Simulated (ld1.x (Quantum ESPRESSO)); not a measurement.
# chromium (Cr) RRKJ: all-electron and pseudo phase curves

```json
{
  "Element": "chromium (Cr)",
  "Generator": "ld1.x (Quantum ESPRESSO) 7.5",
  "Type": "norm-conserving RRKJ (Kleinman–Bylander form)",
  "Functional": "BP86",
  "Relativity": "scalar-relativistic",
  "Frozen core": "[Ne]",
  "Valence charge": "14",
  "Reference configuration": "3s2 3p6 3d5 4s0 4p0 (charge +1)",
  "Partial waves": "3s (bound): rc 1.45 bohr; 3d (bound): rc 1.30 bohr; 3p (bound): rc 1.30 bohr",
  "Local potential": "the p channel",
  "Core correction": "none",
  "rho0": "0.02"
}
```

The phase is arctan(r·u′/u) with u = r·R(r), unwrapped; energies in Ry, scanned from -8 to 5 Ry. A pole is an energy at which the radial function vanishes at the test radius. The pseudo phase is shifted by a multiple of π to meet the all-electron one at the reference energy, and phase errors are pseudo minus all-electron; the curves can meet again beyond the range given. Levels narrower than the energy grid can be missing from the lists of poles.

```tsv
channel	radius (bohr)	reference energy (Ry)	poles, all-electron	poles, pseudo	unbroken range about the reference energy with phases within 0.05 rad	phase error 1 Ry above the reference energy (rad)
s	1.59	-5.96	-5.23	-5.23	below 3.1	+0.000
p	1.59	-3.86	-2.89	-2.90	below 2.9	-0.001
d	1.59	-0.74	0.73	0.75	below 4.3	+0.002
```

Phases in the s channel:

```json
{"E (Ry)": "-8.00", "all-electron": "1.175", "pseudo": "1.175"}
{"E (Ry)": "-7.52", "all-electron": "1.086", "pseudo": "1.086"}
{"E (Ry)": "-7.04", "all-electron": "0.880", "pseudo": "0.880"}
{"E (Ry)": "-6.56", "all-electron": "0.120", "pseudo": "0.120"}
{"E (Ry)": "-6.08", "all-electron": "-1.115", "pseudo": "-1.115"}
{"E (Ry)": "-5.60", "all-electron": "-1.465", "pseudo": "-1.465"}
{"E (Ry)": "-5.12", "all-electron": "-1.591", "pseudo": "-1.591"}
{"E (Ry)": "-4.64", "all-electron": "-1.659", "pseudo": "-1.659"}
{"E (Ry)": "-4.16", "all-electron": "-1.704", "pseudo": "-1.704"}
{"E (Ry)": "-3.68", "all-electron": "-1.739", "pseudo": "-1.739"}
{"E (Ry)": "-3.20", "all-electron": "-1.769", "pseudo": "-1.769"}
{"E (Ry)": "-2.72", "all-electron": "-1.797", "pseudo": "-1.797"}
{"E (Ry)": "-2.24", "all-electron": "-1.825", "pseudo": "-1.824"}
{"E (Ry)": "-1.76", "all-electron": "-1.854", "pseudo": "-1.853"}
{"E (Ry)": "-1.28", "all-electron": "-1.886", "pseudo": "-1.885"}
{"E (Ry)": "-0.80", "all-electron": "-1.922", "pseudo": "-1.921"}
{"E (Ry)": "-0.32", "all-electron": "-1.965", "pseudo": "-1.963"}
{"E (Ry)": "0.16", "all-electron": "-2.018", "pseudo": "-2.014"}
{"E (Ry)": "0.64", "all-electron": "-2.084", "pseudo": "-2.079"}
{"E (Ry)": "1.12", "all-electron": "-2.172", "pseudo": "-2.164"}
{"E (Ry)": "1.60", "all-electron": "-2.293", "pseudo": "-2.280"}
{"E (Ry)": "2.08", "all-electron": "-2.465", "pseudo": "-2.444"}
{"E (Ry)": "2.56", "all-electron": "-2.712", "pseudo": "-2.678"}
{"E (Ry)": "3.04", "all-electron": "-3.045", "pseudo": "-2.997"}
{"E (Ry)": "3.52", "all-electron": "-3.420", "pseudo": "-3.366"}
{"E (Ry)": "4.00", "all-electron": "-3.749", "pseudo": "-3.701"}
{"E (Ry)": "4.48", "all-electron": "-3.990", "pseudo": "-3.952"}
{"E (Ry)": "4.96", "all-electron": "-4.157", "pseudo": "-4.128"}
```
